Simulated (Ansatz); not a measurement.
Start from `C#C[Se][SiH3]` and change one atom or group to get `C#C[Se]BF`.

Ansatz, PBE0-D4/def2-TZVP geometries, multiplicity 1. Each molecule was computed in one conformer, which needn't be the lowest.

Scalar relativity is left out up to krypton.

```tsv
property	`C#C[Se][SiH3]`
ideal-gas entropy at 298 K and 1 bar (rigid rotor, harmonic PBE0-D4/def2-TZVP) / J/(mol·K)	336
HOMO energy (ωB97M-V/def2-TZVPP) / eV	-8.86
size of the dipole moment (PBE/def2-TZVPP) / D	1.00
size of the dipole moment (ωB97M-V/def2-TZVPP) / D	1.12
HOMO energy (PBE/def2-TZVPP) / eV	-5.71
HOMO–LUMO gap (ωB97M-V/def2-TZVPP) / eV	10.13
```

(1) What does the change do to each property? (Best estimate.)

## Answers

(1) Computed: 
```tsv
property	`C#C[Se]BF`	shift
ideal-gas entropy at 298 K and 1 bar (rigid rotor, harmonic PBE0-D4/def2-TZVP) / J/(mol·K)	331	-5
HOMO energy (ωB97M-V/def2-TZVPP) / eV	-9.33	-0.47
size of the dipole moment (PBE/def2-TZVPP) / D	0.28	-0.72
size of the dipole moment (ωB97M-V/def2-TZVPP) / D	0.23	-0.89
HOMO energy (PBE/def2-TZVPP) / eV	-6.22	-0.51
HOMO–LUMO gap (ωB97M-V/def2-TZVPP) / eV	10.17	0.04
```

With PBE0 the HOMO falls by 0.50 eV and the LUMO falls by 0.65 eV, so the gap narrows by about 0.15 eV. PBE moves the HOMO by -0.51 eV and ωB97M-V by -0.47 eV. The zero-point energy changes by -24.6 kJ/mol with -3 modes. Dipoles are sizes alone; their direction can turn.

Spin–orbit coupling is left out; it splits and shifts lone-pair levels of the heavy atoms by tenths of an eV.
